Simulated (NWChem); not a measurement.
Si₂H₄ClF; SMILES F[Si@@H]([SiH3])Cl

Program: NWChem. Pople sets run with spherical d functions. The geometry was optimised at PBE0/def2-SVP. Level PBE/6-31G*: energy and gradient on several grids; changes count from the extra-fine grid, which is no exact limit either.

Q: Which is the coarsest grid (coarse; medium; xfine; xcoarse; fine) from which on the energy stays within 500 μHa and each gradient component within 500 μHa/bohr of xfine?

A: coarse.
```
grid     size of the energy change (μHa)  largest change of a gradient component (μHa/bohr)  time, medium = 1 (rough)
-------  -------------------------------  -------------------------------------------------  ------------------------
xcoarse                             3000                                               3000                   about 1
coarse                               100                                                200                   about 1
medium                                20                                               < 30                   about 1
fine                                < 10                                               < 30                   about 1
xfine                               < 10                                               < 30                         3
```
